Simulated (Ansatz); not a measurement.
Consider the formal loss of a carbene: `FC(F)(Cl)C(F)(Cl)Cl` → `FC(Cl)(Cl)Cl` + `F[C]F`.

Gas-phase electronic energies from Ansatz, PBE0-D4/def2-TZVP geometries. CCSD(T)/CBS adds triple-zeta CCSD(T) − MP2 to the extrapolated MP2 energy (def2 sets, frozen cores). This one scheme is used for every species. Functionals use def2-TZVPP. B3LYP here is the variant with VWN-RPA as its local correlation; programs differ in this. HSE06 is defined as in plane-wave codes. One conformer a species, not always the lowest.

`FC(F)(Cl)C(F)(Cl)Cl`:

Z-matrix (Å, degrees):
```
C
F 1 1.331
Cl 1 1.757 2 109.0
F 1 1.328 2 108.4 3 -119.6
C 1 1.559 2 108.6 3 121.2
Cl 5 1.753 1 110.6 2 178.5
F 5 1.337 1 108.0 2 -61.5
Cl 5 1.759 1 108.8 2 56.7
```

`FC(Cl)(Cl)Cl`:

Z-matrix (Å, degrees):
```
C
F 1 1.333
Cl 1 1.760 2 108.5
Cl 1 1.760 2 108.5 3 -120.0
Cl 1 1.760 2 108.5 3 120.0
```

`F[C]F`:

Cartesian coordinates in Å:
```
F 0.431 0.333 0.909
C 0.012 -0.526 0.034
F -0.444 0.193 -0.943
```

| level | ΔE (kJ/mol) | difference from CCSD(T)/CBS |
| --- | --- | --- |
| LDA (SPW92) | 310.8 | 58.4 |
| PBE-D4 | 255.1 | 2.7 |
| revPBE-D4 | 246.6 | -5.8 |
| BLYP-D4 | 230.0 | -22.4 |
| r2SCAN-D4 | 269.1 | 16.7 |
| B97M-V | 255.4 | 3.0 |
| PBE0-D4 | 269.4 | 17.0 |
| B3LYP-D4 | 246.0 | -6.4 |
| r2SCAN0-D4 | 276.2 | 23.8 |
| HSE06-D4 | 268.7 | 16.3 |
| BHLYP-D4 | 258.4 | 6.0 |
| CAM-B3LYP-D4 | 256.4 | 4.0 |
| ωB97X-V | 258.3 | 5.9 |
| ωB97M-V | 249.7 | -2.7 |
| B2PLYP | 241.7 | -10.7 |
| PBE-QIDH | 272.5 | 20.1 |
| revPBE | 216.0 | -36.4 |
| BLYP | 207.1 | -45.3 |
| r2SCAN | 266.1 | 13.7 |
| B3LYP | 229.1 | -23.3 |
| r2SCANh | 268.9 | 16.5 |
| r2SCAN0 | 272.8 | 20.4 |
| HSE06 | 260.0 | 7.6 |
| BHLYP | 246.1 | -6.3 |
| CAM-B3LYP | 246.9 | -5.5 |
| LC-ωPBE | 260.8 | 8.4 |
| RPA@PBE/def2-TZVPP | 230.6 | -21.8 |
| HF/def2-SVP | 237.0 | -15.4 |
| MP2/def2-SVP | 283.3 | 30.9 |
| CCSD/def2-SVP | 263.5 | 11.1 |
| CCSD(T)/def2-SVP | 263.9 | 11.5 |
| MP2/def2-TZVPP | 268.5 | 16.1 |
| SCS-MP2/def2-TZVPP | 253.5 | 1.1 |
| CCSD/def2-TZVPP | 246.7 | -5.7 |
| CCSD(T)/def2-TZVPP | 248.5 | -3.9 |
| MP2/def2-QZVPP | 270.3 | 17.9 |
| SCS-MP2/def2-QZVPP | 254.9 | 2.5 |
| HF/CBS(def2) | 210.9 | -41.5 |
| MP2/CBS(def2) | 272.5 | 20.1 |
| CCSD/CBS(def2) | 250.6 | -1.8 |
| CCSD(T)/CBS | 252.4 | 0 |

Largest T1 diagnostic among the species: 0.017.

From BLYP to BHLYP (50 % exact exchange), in def2-TZVPP and without D4, ΔE moves by +39.0 kJ/mol. In def2-TZVPP, CCSD(T) changes the Hartree–Fock value by +35.8 kJ/mol (the triples alone add +1.8 kJ/mol) and MP2 by +55.8 kJ/mol.
